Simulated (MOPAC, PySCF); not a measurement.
CH3BO, SMILES `BC=O`, neutral singlet in the gas phase. 

Cartesian coordinates (Å):
```xyz
6

B      0.7526     0.0643     0.0411
C     -0.7631     0.0743    -0.2228
O     -1.0841    -0.6697     0.6908
H      1.1966     0.8354     0.8343
H      1.4067    -0.8126    -0.4324
H     -1.5087     0.5083    -0.9111
```
Charge 0, multiplicity 1.

All levels are single points at this geometry (PBE0-D3(BJ)/def2-TZVP); Pople sets use spherical d functions. Orbital energies aren't observables, and empty levels follow the basis.

PM3 in MOPAC gives dipole (D) = 1.68.

**Question.** Estimate the dipole (D) from each of these levels: PBE-D3(BJ)/def2-TZVP in PySCF; TPSSh-D3(BJ)/def2-TZVP in PySCF; B3LYP/3-21G in PySCF; B3LYP/6-311+G** in PySCF; M06-2X/6-31G* in PySCF; PBE/6-31G* in PySCF; SVWN5/6-31G* in PySCF; HF/3-21G in PySCF; HF/6-31G* in PySCF; HF/STO-3G in PySCF; PM6 in MOPAC; PM7 in MOPAC.

**Answer.** 
```csv
level,dipole (D)
PBE-D3(BJ)/def2-TZVP in PySCF,1.88
TPSSh-D3(BJ)/def2-TZVP in PySCF,2.03
B3LYP/3-21G in PySCF,1.89
B3LYP/6-311+G** in PySCF,2.20
M06-2X/6-31G* in PySCF,2.08
PBE/6-31G* in PySCF,1.73
SVWN5/6-31G* in PySCF,1.75
HF/3-21G in PySCF,2.64
HF/6-31G* in PySCF,2.67
HF/STO-3G in PySCF,1.37
PM6 in MOPAC,2.29
PM7 in MOPAC,2.24
```
